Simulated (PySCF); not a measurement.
**PBE0 on Ag (silver, neutral)**

Configuration: [Kr] 4d9 5s2, 2D determinant (an excited configuration). Computed with PySCF 2.14 in x2c-QZVPPall (13s8p7d4f2g, 118 functions), with scalar relativity by spin-free X2C-1e.

| Property | Result |
| --- | --- |
| Total energy | -5314.97 hartree |
| One-electron energy | -7322.46 hartree |
| Hartree (Coulomb) energy | 2157.63 hartree |
| Exchange-correlation energy | -150.15 hartree |
| ⟨S²⟩ | 0.7512 |
| ⟨L²⟩ | 6.012 |
| Sum of ⟨r⟩ | 33.33 bohr |
| Sum of ⟨r²⟩ | 52.16 bohr² |
| Traceless quadrupole moment −½Σ⟨3z² − r²⟩ along its main axis | -0.406 e·bohr² |
| Langevin diamagnetic susceptibility | -41.3 ×10⁻⁶ cm³/mol |
| Time after the integrals | of the order of 6 core-seconds |

```tsv
shell	electrons	mean orbital energy (hartree)	spread (hartree)	rms radius, mean of both spins (bohr)
1s α	1	-932.72300	0	0.0357
1s β	1	-932.72297	0	0.0357
2s α	1	-138.29812	0	0.146
2s β	1	-138.28959	0	0.146
2p α	3	-124.06201	0.01329	0.130
2p β	3	-124.05479	0.00553	0.130
3s α	1	-25.84550	0	0.393
3s β	1	-25.84119	0	0.393
3p α	3	-21.13042	0.02472	0.395
3p β	3	-21.12541	0.01952	0.395
3d α	5	-13.67623	0.02958	0.377
3d β	5	-13.66709	0.01906	0.377
4s α	1	-3.87169	0	0.970
4s β	1	-3.83213	0	0.970
4p α	3	-2.47944	0.05490	1.07
4p β	3	-2.43480	0.00473	1.07
4d α	5	-0.48351	0.06349	1.49
4d β	4	-0.45370	0.03632	1.49
5s α	1	-0.23277	0	3.22
5s β	1	-0.22444	0	3.22
```

Densities and radii are taken from the X2C orbitals without a picture-change correction, which distorts them close to the nucleus.
